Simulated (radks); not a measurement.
Task: The mean radii <r> (bohr) of the occupied orbitals of an atom or ion are listed with their occupations. Method: Dirac Kohn-Sham, PBE, spin-unpolarised, spherical densities, finite nucleus; Fermi nuclear charge, rms radius of each element as measured or else 0.836 A^(1/3) + 0.57 fm; computed with a radial shooting solver on a logarithmic mesh with Libxc functionals.

| orbital | occ. | <r> |
|---|---|---|
| 1s1/2 | 2 | 0.08105 |
| 2s1/2 | 2 | 0.3875 |
| 2p1/2 | 2 | 0.3489 |
| 2p3/2 | 4 | 0.3513 |
| 3s1/2 | 2 | 1.269 |
| 3p1/2 | 2 | 1.429 |
| 3p3/2 | 4 | 1.438 |
| 4s1/2 | 1 | 5.007 |

Name the element and its charge. Open shells, if any, fill j = l - 1/2 first.

Result: Z = 19, potassium, charge 0: K in [Ar] 4s1. The 1s radius gives Z: for a bare nucleus <r> = (2 gamma + 1)/(2Z) with gamma = sqrt(1 - (Z/c)^2), 0.07844 bohr for Z = 19, and screening makes it slightly larger (0.08105 here). The occupations add up to 19, and the charge is Z minus that.
